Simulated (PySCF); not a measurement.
Compound: (GeH3)2PPF2, F2Ge2H6P2.
Numbering: `[F:1][P:2]([F:3])[P:4]([GeH3:5])[GeH3:6]` (hydrogens: H7, H8, H9 on Ge5; H10, H11, H12 on Ge6)

All values: CAM-B3LYP/def2-SVPD (PySCF, non-relativistic), on one gas-phase PBE0-D3(BJ)/def2-SVP geometry that isn't relaxed in the solvent. The solvent is an IEF-PCM continuum (cavity from Bondi-type radii × 1.2), and excitations are vertical TDDFT with non-equilibrium linear response and a frozen core. Only the electrostatic response of the medium enters. Spin–orbit coupling is left out although an atom past zinc is present.

Gas-phase singlets (H = HOMO, L = LUMO):

```
state  E (eV)  λ (nm)      f  leading configuration
   S1   4.942     251  0.010                H→L 89%
   S2   5.485     226  0.140              H→L+1 86%
   S3   6.041     205  0.012              H-1→L 76%
   S4   6.146     202  0.021              H→L+2 57%
   S5   6.219     199  0.013              H→L+3 39%
```

Give the list for chloroform (ε = 4.711), n² = 2.09.

```csv
state,E (eV),λ (nm),f,leading configuration,change by rank (eV)
S1,4.952,250,0.014,H→L 89%,+0.010
S2,5.421,229,0.219,H→L+1 90%,-0.064
S3,6.032,206,0.016,H-1→L 79%,-0.009
S4,6.170,201,0.057,H→L+2 46%,+0.024
S5,6.222,199,0.061,H-1→L+1 70%,+0.003
```

What are the lowest 5 singlets in water (ε = 78.36)?

```csv
state,E (eV),λ (nm),f,leading configuration,change by rank (eV)
S1,4.978,249,0.013,H→L 89%,+0.036
S2,5.453,227,0.203,H→L+1 90%,-0.032
S3,6.046,205,0.012,H-1→L 80%,+0.005
S4,6.194,200,0.066,H→L+2 36%,+0.048
S5,6.235,199,0.031,H-1→L+1 55%,+0.016
```

The ground-state energy changes by -0.118 eV from gas to water. By how much does the total energy of gas-phase S1 change?

E(S1) = E(S0) + excitation energy, so it changes by -0.118 + 0.036 = -0.082 eV: it is lowered less than the ground state, which is what a blue shift means. This is the vertical state, with the slow part of the continuum still set for S0.

How do the frontier levels move from gas to water?

```tsv
orbital	gas (eV)	solvent (eV)	change (eV)	Löwdin shares, gas	Löwdin shares, solvent
LUMO+2	0.61	0.85	+0.24	Ge6 26 %, P4 26 %, Ge5 12 %, H10 9 %	P4 28 %, Ge6 23 %, Ge5 14 %, H10 8 %
LUMO+1	-0.02	0.15	+0.17	P2 26 %, P4 26 %, Ge6 14 %, Ge5 11 %	P2 29 %, P4 27 %, Ge6 11 %, Ge5 11 %
LUMO	-0.06	0.12	+0.18	P2 28 %, Ge5 13 %, P4 12 %, Ge6 12 %	P2 30 %, P4 12 %, Ge5 12 %, Ge6 11 %
HOMO	-8.48	-8.36	+0.12	P4 46 %, P2 31 %, F3 5 %, F1 5 %	P4 46 %, P2 30 %, Ge6 5 %, F3 5 %
HOMO-1	-9.46	-9.31	+0.15	P4 38 %, P2 17 %, Ge5 10 %, Ge6 9 %	P4 37 %, P2 18 %, Ge5 10 %, Ge6 9 %
HOMO-2	-10.06	-9.82	+0.24	P4 35 %, Ge6 20 %, Ge5 18 %, H12 9 %	P4 35 %, Ge6 20 %, Ge5 18 %, H12 9 %
HOMO-3	-11.26	-10.99	+0.27	Ge6 18 %, Ge5 16 %, P2 12 %, H11 11 %	Ge6 25 %, H11 16 %, H10 12 %, Ge5 12 %
```

The HOMO–LUMO gap goes from 8.41 to 8.48 eV. Rows go by rank; for HOMO-3 the atom shares or the degeneracy differ between the runs, so the row needn't follow one orbital.

Conformer computed: `[F:1][P:2]([F:3])[P:4]([GeH3:5])[GeH3:6]`: F1–P2–P4–Ge5 171°.
